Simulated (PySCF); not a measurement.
B3LYP has the VWN-RPA correlation part, as in Gaussian. 

```xyz
12

C     -1.3180    -0.1193     0.1937
C      0.0039     0.0626    -0.5430
C      1.1593    -0.6450     0.1550
S      0.3754     1.8368    -0.8561
H     -1.2592     0.3049     1.1986
H     -1.5544    -1.1823     0.2927
H     -2.1355     0.3711    -0.3329
H     -0.0960    -0.3333    -1.5570
H      1.3078    -0.2401     1.1586
H      2.0895    -0.5253    -0.3988
H      0.9467    -1.7130     0.2534
H      0.4728     2.2000     0.4349
```

Charge 0, multiplicity 1.

Q: Give the Mulliken and meta-Löwdin atomic charges from B3LYP-D3(BJ)/def2-TZVP (PySCF).

A: 
```
atom  Mulliken (e)  meta-Löwdin (e)
----  ------------  ---------------
C1           -0.30            -0.33
C2           -0.02            -0.09
C3           -0.30            -0.33
S4           -0.22            -0.11
H5            0.09             0.11
H6            0.10             0.11
H7            0.12             0.12
H8            0.09             0.12
H9            0.09             0.11
H10           0.12             0.12
H11           0.10             0.11
H12           0.11             0.08
```
